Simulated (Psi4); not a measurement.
CH3O2 (SMILES O=C[OH2+]), charge +1, singlet, geometry from GFN2-xTB, with bond 3-2 at 1.3 times its length. Base run: Psi4 with R2SCAN/STO-3G.

The Psi4 input:
```
memory 2 GB

molecule mol {
1 1
  O    -0.996704   -0.486791   -0.020502
  C     0.162609    0.529378   -0.007031
  O     1.542898   -0.008332    0.148208
  H    -0.703626   -1.428893   -0.052034
  H    -0.301851    1.512574   -0.077054
  H    -1.791505   -0.291660   -0.563782
}

set basis sto-3g
set reference rks

energy('r2scan')
print_variables()
```

The base run was repeated with changes; each row names its change, and settings that it needs were set with it.

| change | ΔE vs base (mEh) | SCF cycles | grid points | basis functions |
|---|---|---|---|---|
| base | 0.000 | 10 | 129294 | 18 |
| guess = sadno | 0.000 | 11 | 129294 | 18 |
| dft_spherical_points = 974 | 0.009 | 10 | 416444 | 18 |
| level_shift = 0.3 | 0.000 | 11 | 129294 | 18 |
| scf_initial_accelerator = none | 0.000 | 13 | 129294 | 18 |
| d_convergence = 1e-10 | 0.000 | 14 | 129294 | 18 |
| dft_spherical_points = 590 | 0.009 | 10 | 252413 | 18 |
| e_convergence = 1e-10 | 0.000 | 11 | 129294 | 18 |
| d_convergence = 1e-8 | 0.000 | 12 | 129294 | 18 |
| diis_max_vecs = 3 | 0.000 | 14 | 129294 | 18 |
| guess = gwh | 0.000 | 10 | 129294 | 18 |
| dft_pruning_scheme = robust | 0.000 | 10 | 88908 | 18 |
| puream = false | 0.089 | 10 | 129294 | 18 |
